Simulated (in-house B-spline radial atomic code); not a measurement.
**BHandHLYP excitations of Pb²⁺**

Method: BHandHLYP. Computed with an all-electron radial atomic-structure program (B-spline basis): linear response of the closed shell [Xe] 4f14 5d10 6s2 with the functional's adiabatic kernel; scalar-relativistic (spin-free one-electron X2C), finite nucleus, no spin-orbit coupling, no double excitations, S, P, D and F terms only; shells from n = 4 respond. Only terms of natural parity with L up to 3 were computed.

Spin-orbit coupling is strong here, so these LS terms don't match observed levels.

Command:
```bash
python run_td.py task.json out
```
Settings (radii: box in bohr, nucleus in fm):
```
Z                        82
electrons                80
configuration            [Xe] 4f14 5d10 6s2
hamiltonian              x2c
method                   bhandhlyp
box_radius               29.48
rms_radius               5.5012
intervals                72
```

Time taken, with all properties: 2.8 s on 1 thread of Intel(R) Xeon(R) 6975P-C (Granite Rapids), on a shared host.

The lowest states, in the order of their Tamm-Dancoff energies; the method's threshold (minus the highest occupied level) is 29.253 eV. Labels give the largest channel, * marks a mixed state, and oscillator strengths are full-response dipole values. Semilocal kernels can invert the small singlet-triplet splittings of Rydberg terms. Energies in eV:

| state | full response | Tamm-Dancoff | oscillator strength |
| --- | --- | --- | --- |
| 6s → 6p 3P | 8.594 | 8.731 | - |
| 6s → 6p 1P | 11.196 | 11.533 | 1.54 |
| 6s → 7s 3S | 17.964 | 17.968 | - |
| 6s → 7s 1S | 18.399 | 18.429 | - |
| 6s → 6d 3D | ? | ? | - |
| 6s → 6d 1D | ? | ? | - |

Where does 6s → 6d 1D lie?

At 19.213 eV in full response, 19.222 eV in Tamm-Dancoff.

Where does 6s → 6d 3D lie?

At 18.938 eV in full response, 18.943 eV in Tamm-Dancoff.

How large is the singlet-triplet splitting of 6s → 6p (P terms) in Tamm-Dancoff?

2.8 eV, from the unrounded values.

What polarisabilities and dispersion coefficient does the method give?

Dipole 14.09 bohr³, quadrupole 47.52 bohr⁵, C6 97.6 hartree·bohr⁶ for two such species.
